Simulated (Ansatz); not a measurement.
`[O]=[W](=[O])([OH])[F]` + HCl → `[O]=[W](=[O])([OH])[Cl]` + H–F at 400 K and 1 bar (ligand exchange at a W–F bond).

Calculated with Ansatz (gas phase, PBE0-D4/def2-TZVP geometries, no zero-point term in ΔE). CCSD(T)/CBS is the MP2 limit (def2-TZVPP, def2-QZVPP) plus CCSD(T) − MP2 in def2-TZVPP, frozen cores. This one scheme is used for every species. Elements past krypton have def2 core potentials. For W outer-core shells are correlated without core-valence functions, which leaves a few kJ/mol of doubt a bond. One conformer a species, not always the lowest.

```csv
species,CCSD(T)/CBS energy (Eh),H − E (kJ/mol),S (J/(mol·K))
`[O]=[W](=[O])([OH])[F]`,-393.06556,85.9,363.5
HCl,-460.38127,29.6,195.4
`[O]=[W](=[O])([OH])[Cl]`,-753.05462,84.7,375.9
H–F,-100.39570,36.5,182.2
```

H − E and S are ideal-gas, rigid-rotor, harmonic terms from PBE0-D4/def2-TZVP, for one conformer and one mirror image of each species. 1 Eh = 2625.50 kJ/mol, R = 8.31446 J/(mol·K).

Problem. By hand: ΔE, ΔH, ΔS and ΔG.

Solution. ΔE = (-753.05462) + (-100.39570) − (-393.06556) − (-460.38127) = -0.00349 Eh = -9.2 kJ/mol. Δ(H − E) = 84.7 + 36.5 − 85.9 − 29.6 = 5.7, so ΔH = -3.5 kJ/mol. ΔS = 375.9 + 182.2 − 363.5 − 195.4 = -0.8 J/(mol·K). ΔG = -3.5 − 400 × (-0.8)/1000 = -3.2 kJ/mol.

Problem. By hand: the equilibrium constant, and the temperature at which ΔG would vanish if ΔH and ΔS stayed fixed.

Solution. log₁₀ K = −ΔG/(RT ln 10) = 0.4. ΔG = 0 at ΔH/ΔS = 4375 K, far beyond where these terms or the molecules hold.

The number of gas molecules stays the same, so ΔS is small and ΔH decides. The sign of ΔG lies within the doubt. A doubt of 5 kJ/mol in ΔE shifts log₁₀ K by 0.7 here. Other conformers and mirror images would add mixing entropy, several J/(mol·K) or more a flexible species. These are equilibria of isolated gas molecules and say nothing of rates. Largest T1 diagnostic: 0.023 (customary marks: 0.02 for closed shells, 0.045 for open ones).
